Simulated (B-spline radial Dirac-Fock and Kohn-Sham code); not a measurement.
# Sc 2p3/2: cross section and angular parameters

System: neutral scandium, [Ar] 3d1 4s2; threshold 398.7 eV (tabulated edge). Model: Dirac-Hartree-Slater photoionisation with a Latter tail; cross sections with all multipoles, angular parameters from the dipole term and its interference with E2. Program: an atomic code on a B-spline grid.

```
hν (eV)  σ (kb)      β       γ      δ
    425    1360  0.772  -0.072  0.007
    790     323  1.471   0.157  0.019
    800     313  1.472   0.163  0.020
    832     282  1.474   0.183  0.020
   1000     172  1.467   0.280  0.024
   1280    86.4  1.423   0.411  0.031
   1350       ?      ?       ?      ?
 2984.4    6.65  1.105   0.828  0.078
   6000   0.654  0.765   1.101  0.163
   7590   0.289  0.653   1.178  0.204
 8047.8   0.235  0.626   1.196  0.215
 9251.7   0.143  0.563   1.238  0.244
   9370   0.137  0.558   1.242  0.246
   9730   0.119  0.541   1.253  0.254
  11400  0.0674  0.474   1.297  0.291
  12000  0.0559  0.453   1.310  0.303
```

Problem. Give the values at 1350 eV.

Solution. σ = 74.2 kb, β = 1.410, γ = 0.439, δ = 0.032.

Values without a named source are computed, but for edge energies of neutral atoms, which are taken from tables.
